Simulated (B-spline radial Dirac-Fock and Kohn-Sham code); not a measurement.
## X-ray scattering factor of I¹³⁺

System: iodine as I¹³⁺, [Kr] 4d4.

Input file task.json (cfg lists n, l and occupation; rrms is the nuclear radius in fm):

```json
{"items": [{
  "Z": 53,
  "q": 13,
  "cfg": [[1, 0, 2], [2, 0, 2], [2, 1, 6], [3, 0, 2], [3, 1, 6], [3, 2, 10], [4, 0, 2], [4, 1, 6], [4, 2, 4]],
  "A": 127,
  "rrms": 4.75,
  "do": ["scatter"],
  "s": [0.0, 0.05, 0.1, 0.15, 0.2, 0.25, 0.3, 0.35, 0.4, 0.45, 0.5, 0.6, 0.7, 0.8, 0.9, 1.0, 1.1, 1.2, 1.4, 1.6, 1.8, 2.0, 2.5, 3.0, 3.5, 4.0, 5.0, 6.0],
  "pz": [0, 0.1, 0.14, 0.21, 0.3, 0.44, 0.64, 0.93, 1.3, 1.9, 2.8, 4.1, 5.9, 8.6, 12.0, 18.0, 26.0, 38.0, 55.0, 80.0, 120.0],
  "hv_scatter": [1000, 8047.8, 10000, 17479.3, 20000, 50000, 200000, 1000000]
}]}
```

Command: `python xray_run.py task.json out`

Model: configuration-average Dirac-Fock orbitals. Program: a radial finite-basis atomic code. f₀ is the Fourier transform of the spherical electron density, S the Waller-Hartree incoherent function, and s = sin θ/λ. The electron scattering factor follows from the Mott-Bethe formula f_e = 0.023934 Å⁻¹·(Z − f₀)/s².

```
s (Å⁻¹)      f₀       S  f_e (Å)
      0  40.000   0.000        –
   0.05  39.822   0.165  126.165
    0.1  39.296   0.647   32.800
   0.15  38.449   1.405   15.478
    0.2  37.325   2.378    9.379
   0.25  35.975   3.502    6.519
    0.3  34.461   4.711    4.930
   0.35  32.842   5.952    3.938
    0.4  31.178   7.187    3.264
   0.45  29.520   8.390    2.775
    0.5  27.911   9.550    2.402
    0.6  24.958  11.725    1.864
    0.7  22.456  13.715    1.492
    0.8  20.407  15.525    1.219
    0.9  18.736  17.153    1.012
      1  17.338  18.600    0.854
    1.1  16.118  19.885    0.730
    1.2  15.006  21.034    0.631
    1.4  12.960  23.039    0.489
    1.6  11.106  24.778    0.392
    1.8   9.498  26.316    0.321
      2   8.189  27.676    0.268
    2.5   6.135  30.411    0.179
      3   5.142  32.414    0.127
    3.5   4.495  33.919    0.095
      4   3.908  35.076    0.073
      5   2.839  36.656    0.048
      6   2.073  37.590    0.034
```

f₀ starts at the number of electrons, 40, and has fallen to half at s ≈ 0.82 Å⁻¹. The sum of ⟨r²⟩ over the electrons is 9.725 bohr². For an ion f_e diverges as s goes to zero, because of the net charge.

Values without a named source are computed, but for edge energies of neutral atoms, which are taken from tables.
